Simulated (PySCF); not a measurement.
cadmium atom (Cd), singlet (core potentials on Cd); PySCF with CASSCF(4,6)/def2-SVP.

Here is a job for PySCF.
```python
from pyscf import gto, scf, mcscf
import numpy

mol = gto.M(
    atom='''
Cd    0.000000    0.000000    0.000000
''',
    basis='def2-svp',
    ecp={'Cd': 'def2-svp'},
    charge=0,
    spin=0,
    verbose=4,
)

mf = scf.RHF(mol)
mf.kernel()
mc = mcscf.CASSCF(mf, 6, 4)
mc.kernel()
occ = numpy.linalg.eigvalsh(mc.fcisolver.make_rdm1(mc.ci, mc.ncas, mc.nelecas))[::-1]
ss = mc.fcisolver.spin_square(mc.ci, mc.ncas, mc.nelecas)[0]
print('natural occupations', occ.round(4), ' <S^2>', round(ss, 4))
```

**Question.** Predict the main parts of the log of this PySCF run.

**Answer.** 
```
PySCF version 2.14.0

[INPUT] verbose = 4
[INPUT] num. atoms = 1
[INPUT] num. electrons = 20
[INPUT] charge = 0
[INPUT] spin (= nelec alpha-beta = 2S) = 0
[INPUT] symmetry False subgroup None
[INPUT] Mole.unit = angstrom
[INPUT] Symbol           X                Y                Z      unit          X                Y                Z       unit  Magmom
[INPUT]  1 Cd     0.000000000000   0.000000000000   0.000000000000 AA    0.000000000000   0.000000000000   0.000000000000 Bohr   0.0

nuclear repulsion = 0
number of shells = 11
number of NR pGTOs = 57
number of NR cGTOs = 31
basis = def2-svp
ecp = {'Cd': 'def2-svp'}

******** <class 'pyscf.scf.hf.RHF'> ********
method = RHF
initial guess = minao
damping factor = 0
level_shift factor = 0
DIIS = <class 'pyscf.scf.diis.CDIIS'>
diis_start_cycle = 1
diis_space = 8
diis_damp = 0
SCF conv_tol = 1e-09
SCF conv_tol_grad = None
SCF max_cycles = 50
direct_scf = True
direct_scf_tol = 1e-13
Set gradient conv threshold to 3.16228e-05
Initial guess from minao.
init E= -152.216010506294
  HOMO = -0.888066061092153  LUMO = -0.389284119232809  gap/eV = 13.57255
cycle= 1 E= -166.485395830395  delta_E= -14.3  |g|= 1.31  |ddm|= 2.86
  HOMO = -0.190078220375121  LUMO = 0.0950384816678215  gap/eV = 7.75842
cycle= 2 E= -166.762839319314  delta_E= -0.277  |g|= 0.697  |ddm|= 2.97
  HOMO = -0.272989234988947  LUMO = 0.0645113938964707  gap/eV = 9.18386
cycle= 3 E= -166.845770497073  delta_E= -0.0829  |g|= 0.0327  |ddm|= 0.618
  HOMO = -0.278527175082112  LUMO = 0.059792351823259  gap/eV = 9.20614
cycle= 4 E= -166.846535333774  delta_E= -0.000765  |g|= 0.00882  |ddm|= 0.18
  HOMO = -0.280734258854985  LUMO = 0.0566227097247245  gap/eV = 9.17995
cycle= 5 E= -166.84660859575  delta_E= -7.33e-05  |g|= 0.000779  |ddm|= 0.0696
  HOMO = -0.280778412153372  LUMO = 0.0564949856459065  gap/eV = 9.17768
cycle= 6 E= -166.84660883795  delta_E= -2.42e-07  |g|= 2.69e-05  |ddm|= 0.00423
  HOMO = -0.280772403164379  LUMO = 0.0564987976639928  gap/eV = 9.17762
cycle= 7 E= -166.846608838075  delta_E= -1.24e-10  |g|= 7.33e-07  |ddm|= 3.85e-05
  HOMO = -0.280772594439209  LUMO = 0.0564987116373292  gap/eV = 9.17762
Extra cycle  E= -166.846608838075  delta_E= -1.42e-13  |g|= 3.42e-07  |ddm|= 8.95e-07
converged SCF energy = -166.846608838075

******** <class 'pyscf.mcscf.mc1step.CASSCF'> ********
CAS (2e+2e, 6o), ncore = 8, nvir = 17
max_cycle_macro = 50
max_cycle_micro = 4
conv_tol = 1e-07
conv_tol_grad = None
orbital rotation max_stepsize = 0.02
orbital rotation threshold for CI restart = 0.01
augmented hessian ah_max_cycle = 30
augmented hessian ah_conv_tol = 1e-12
augmented hessian ah_linear dependence = 1e-14
augmented hessian ah_level shift = 1e-08
augmented hessian ah_start_tol = 2.5
augmented hessian ah_start_cycle = 3
augmented hessian ah_grad_trust_region = 3
kf_trust_region = 3
kf_interval = 4
ci_response_space = 4
ci_grad_trust_region = 3
with_dep4 0
natorb = False
canonicalization = True
sorting_mo_energy = False
ao2mo_level = 2
internal_rotation = False
******** <class 'pyscf.fci.direct_spin1.FCISolver'> ********
max. cycles = 50
conv_tol = 1e-08
davidson only = False
linear dependence = 1e-12
level shift = 0.001
max iter space = 12
nroots = 1
pspace_size = 400
spin = None
CASCI E = -166.861448443820  S^2 = 0.0000000
Set conv_tol_grad to 0.000316228
macro iter   1 ( 21 JK    4 micro), CASSCF E = -166.874445480355  dE = -1.29970365e-02  S^2 = 0.0000000
               |grad[o]|=0.0175  |grad[c]|=0.0131  |ddm|=0.0604  |maxRot[o]|=0.314
macro iter   2 ( 14 JK    4 micro), CASSCF E = -166.876308864495  dE = -1.86338414e-03  S^2 = 0.0000000
               |grad[o]|=0.0089  |grad[c]|=0.00409  |ddm|=0.0321  |maxRot[o]|=0.153
macro iter   3 (  8 JK    3 micro), CASSCF E = -166.876311189526  dE = -2.32503120e-06  S^2 = 0.0000000
               |grad[o]|=0.00136  |grad[c]|=0.000146  |ddm|=0.00103  |maxRot[o]|=0.00639
macro iter   4 (  3 JK    1 micro), CASSCF E = -166.876311331022  dE = -1.41495661e-07  S^2 = 0.0000000
               |grad[o]|=7.2e-05  |grad[c]|=0.000223  |ddm|=4.25e-05  |maxRot[o]|=0.00421
macro iter   5 (  3 JK    1 micro), CASSCF E = -166.876311450996  dE = -1.19974231e-07  S^2 = 0.0000000
               |grad[o]|=4.53e-05  |grad[c]|=0.000224  |ddm|=3e-05  |maxRot[o]|=0.00384
macro iter   6 (  3 JK    1 micro), CASSCF E = -166.876311572067  dE = -1.21070997e-07  S^2 = 0.0000000
               |grad[o]|=3.45e-05  |grad[c]|=0.000226  |ddm|=2.46e-05  |maxRot[o]|=0.00386
macro iter   7 (  3 JK    1 micro), CASSCF E = -166.876311694709  dE = -1.22641751e-07  S^2 = 0.0000000
               |grad[o]|=3.32e-05  |grad[c]|=0.000227  |ddm|=2.23e-05  |maxRot[o]|=0.00388
macro iter   8 (  3 JK    1 micro), CASSCF E = -166.876311818787  dE = -1.24078724e-07  S^2 = 0.0000000
               |grad[o]|=3.31e-05  |grad[c]|=0.000228  |ddm|=2.14e-05  |maxRot[o]|=0.0039
macro iter   9 (  3 JK    1 micro), CASSCF E = -166.876311944099  dE = -1.25311544e-07  S^2 = 0.0000000
               |grad[o]|=3.34e-05  |grad[c]|=0.000229  |ddm|=2.08e-05  |maxRot[o]|=0.00392
macro iter  10 (  3 JK    1 micro), CASSCF E = -166.876312070425  dE = -1.26326427e-07  S^2 = 0.0000000
               |grad[o]|=3.36e-05  |grad[c]|=0.00023  |ddm|=2.05e-05  |maxRot[o]|=0.00393
macro iter  11 (  3 JK    1 micro), CASSCF E = -166.876312197540  dE = -1.27114504e-07  S^2 = 0.0000000
               |grad[o]|=3.37e-05  |grad[c]|=0.000231  |ddm|=2.02e-05  |maxRot[o]|=0.00394
macro iter  12 (  3 JK    1 micro), CASSCF E = -166.876312325209  dE = -1.27669409e-07  S^2 = 0.0000000
               |grad[o]|=3.38e-05  |grad[c]|=0.000231  |ddm|=2e-05  |maxRot[o]|=0.00395
macro iter  13 (  3 JK    1 micro), CASSCF E = -166.876312453196  dE = -1.27986937e-07  S^2 = 0.0000000
               |grad[o]|=3.39e-05  |grad[c]|=0.000232  |ddm|=1.99e-05  |maxRot[o]|=0.00396
macro iter  14 (  3 JK    1 micro), CASSCF E = -166.876312581261  dE = -1.28064755e-07  S^2 = 0.0000000
               |grad[o]|=3.39e-05  |grad[c]|=0.000232  |ddm|=1.98e-05  |maxRot[o]|=0.00396
macro iter  15 (  3 JK    1 micro), CASSCF E = -166.876312709163  dE = -1.27902268e-07  S^2 = 0.0000000
               |grad[o]|=3.39e-05  |grad[c]|=0.000231  |ddm|=1.96e-05  |maxRot[o]|=0.00395
macro iter  16 (  3 JK    1 micro), CASSCF E = -166.876312836664  dE = -1.27500812e-07  S^2 = 0.0000000
               |grad[o]|=3.39e-05  |grad[c]|=0.000231  |ddm|=1.95e-05  |maxRot[o]|=0.00395
macro iter  17 (  3 JK    1 micro), CASSCF E = -166.876312963527  dE = -1.26863313e-07  S^2 = 0.0000000
               |grad[o]|=3.38e-05  |grad[c]|=0.00023  |ddm|=1.93e-05  |maxRot[o]|=0.00394
macro iter  18 (  3 JK    1 micro), CASSCF E = -166.876313089522  dE = -1.25994660e-07  S^2 = 0.0000000
               |grad[o]|=3.37e-05  |grad[c]|=0.00023  |ddm|=1.91e-05  |maxRot[o]|=0.00392
macro iter  19 (  3 JK    1 micro), CASSCF E = -166.876313214423  dE = -1.24901248e-07  S^2 = 0.0000000
               |grad[o]|=3.36e-05  |grad[c]|=0.000228  |ddm|=1.89e-05  |maxRot[o]|=0.00391
macro iter  20 (  3 JK    1 micro), CASSCF E = -166.876313338014  dE = -1.23591292e-07  S^2 = 0.0000000
               |grad[o]|=3.34e-05  |grad[c]|=0.000227  |ddm|=1.87e-05  |maxRot[o]|=0.00389
macro iter  21 (  3 JK    1 micro), CASSCF E = -166.876313460089  dE = -1.22074084e-07  S^2 = 0.0000000
               |grad[o]|=3.33e-05  |grad[c]|=0.000226  |ddm|=1.85e-05  |maxRot[o]|=0.00386
macro iter  22 (  3 JK    1 micro), CASSCF E = -166.876313580449  dE = -1.20360284e-07  S^2 = 0.0000000
               |grad[o]|=3.3e-05  |grad[c]|=0.000224  |ddm|=1.82e-05  |maxRot[o]|=0.00383
macro iter  23 (  3 JK    1 micro), CASSCF E = -166.876313698911  dE = -1.18462054e-07  S^2 = 0.0000000
               |grad[o]|=3.28e-05  |grad[c]|=0.000222  |ddm|=1.8e-05  |maxRot[o]|=0.0038
macro iter  24 (  3 JK    1 micro), CASSCF E = -166.876313815303  dE = -1.16391817e-07  S^2 = 0.0000000
               |grad[o]|=3.25e-05  |grad[c]|=0.00022  |ddm|=1.77e-05  |maxRot[o]|=0.00377
macro iter  25 (  3 JK    1 micro), CASSCF E = -166.876313929466  dE = -1.14163555e-07  S^2 = 0.0000000
               |grad[o]|=3.23e-05  |grad[c]|=0.000218  |ddm|=1.74e-05  |maxRot[o]|=0.00373
macro iter  26 (  2 JK    1 micro), CASSCF E = -166.876314041258  dE = -1.11791479e-07  S^2 = 0.0000000
               |grad[o]|=3.19e-05  |grad[c]|=0.000216  |ddm|=1.71e-05  |maxRot[o]|=0.00369
macro iter  27 (  3 JK    1 micro), CASSCF E = -166.876314150548  dE = -1.09290056e-07  S^2 = 0.0000000
               |grad[o]|=3.16e-05  |grad[c]|=0.000213  |ddm|=1.68e-05  |maxRot[o]|=0.00365
macro iter  28 (  2 JK    1 micro), CASSCF E = -166.876314257222  dE = -1.06674094e-07  S^2 = 0.0000000
               |grad[o]|=3.12e-05  |grad[c]|=0.000211  |ddm|=1.65e-05  |maxRot[o]|=0.00361
macro iter  29 (  3 JK    1 micro), CASSCF E = -166.876314361181  dE = -1.03959053e-07  S^2 = 0.0000000
               |grad[o]|=3.09e-05  |grad[c]|=0.000208  |ddm|=1.61e-05  |maxRot[o]|=0.00356
macro iter  30 (  2 JK    1 micro), CASSCF E = -166.876314462341  dE = -1.01159600e-07  S^2 = 0.0000000
               |grad[o]|=3.05e-05  |grad[c]|=0.000205  |ddm|=1.58e-05  |maxRot[o]|=0.00351
macro iter  31 (  3 JK    1 micro), CASSCF E = -166.876314560631  dE = -9.82904851e-08  S^2 = 0.0000000
               |grad[o]|=3e-05  |grad[c]|=0.000202  |ddm|=1.55e-05  |maxRot[o]|=0.00346
1-step CASSCF converged in  31 macro (124 JK  39 micro) steps
CASSCF canonicalization
Density matrix diagonal elements [1.99679415 1.89775562 0.03443553 0.03372324 0.03419485 0.00309661]
CASSCF energy = -166.876314560631
CASCI E = -166.876314560631  E(CI) = -4.55687685934871  S^2 = 0.0000000
natural occupations [1.9968 1.8981 0.0346 0.0345 0.0332 0.0027]  <S^2> 0.0
```
